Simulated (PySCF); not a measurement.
```xyz
5
charge 0 multiplicity 1, angstrom
Ru    0.0000    0.1433    0.0000
N     0.0000   -1.4205    0.0000
H     1.0363    1.6227    0.0000
H     0.0000    1.9820    0.0000
H    -1.0363    1.6227    0.0000
```

Computed with PBE0/[Ru def2-TZVP with ECP28, N def2-TZVP, H def2-TZVP], scalar-relativistic core potentials, density fitting, no spin–orbit coupling, PySCF.

This geometry of H3RuN is a stationary point at this level.

Q: What is the point group?

A: C2v.

Q: Is it a minimum?

A: No: it has 2 imaginary modes, at 1352i cm⁻¹ (b2), 336i cm⁻¹ (b1).

Q: Which band is strongest in the infrared?

A: 1214 cm⁻¹ (a1), 132 km/mol.

Q: Give the atomic charges and bond orders.

A: 
```
atom  Mulliken  Löwdin  polar tensor  Mayer order to Ru1
 Ru1      0.55    0.07          0.76                   –
  N2     -0.43   -0.16         -0.62                2.64
H3,5     -0.10   -0.02         -0.25                0.50
  H4      0.07    0.12          0.36                0.36
```
Other Mayer orders above 0.3: H–H 0.34 (×2).

Stability towards spin polarisation was not tested. This need not be the most stable arrangement of these atoms. At this level a singlet minimum of Cs symmetry lies 169 kJ/mol below this structure.
